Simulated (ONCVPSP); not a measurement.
**Ni, ONCV: configuration errors across variants**

ONCVPSP 4.0.1 input, shortened (lines: element, Z, core and valence counts, functional; n l f; lmax; l rc ep ncon nbas qcut; lloc lpopt rc5 dvloc0; l nproj debl; icmod fcfact rcfact), PBE, fully relativistic:

```
  Ni 28.00    5    2        4      upf
    1    0    2.00
    2    0    2.00
    2    1    6.00
    3    0    2.00
    3    1    6.00
    3    2    8.00
    4    0    1.00
    2
    0    2.35    0.00    3    8    2.60
    1    2.25    0.32    3    8    3.70
    2    1.30    0.00    3    8   11.50
    4    3    0.95    1.00
    0    2    3.90
    1    2    2.30
    2    2    1.80
    3    2.75    1.60
```

Open shells are filled in proportion to 2j + 1.

In the p channel the program set the typed energies aside and used 0.050, 2.350 Ha (j = l + 1/2; the other j can differ).

All-electron excitation energies from the reference (eV): (1) 3d8 4s2 -9.323; (2) 3d8 4s0 17.351; (3) 3d7 4s0 54.817; (4) 3d8 4s1 4p1 -4.728.

A true bound ghost makes a file unfit for plane-wave use even where its test errors are small: the radial tests pick states by their node count and pass the ghost by.

Errors AE − PS in meV (a dash: test not solved or not reliable):

```tsv
change	(1)	(2)	(3)	(4)	bound ghosts	GHOST(+) flags above zero
base	-9.9	-41	-351	+2.5	none	s, p3/2, p1/2
s: nproj 3	-13	-42	-351	+2.2	none	s, p3/2, p1/2
s: rc 3.5	-169	-150	-854	-12	s	p3/2, p1/2
```

Q: Give the same row for: core correction Teter function, fcfact 7.9, rcfact 1.6.

A: -35, -109, -599, -3.0; bound ghosts: none; GHOST(+) flags above zero: s, p3/2, p1/2.
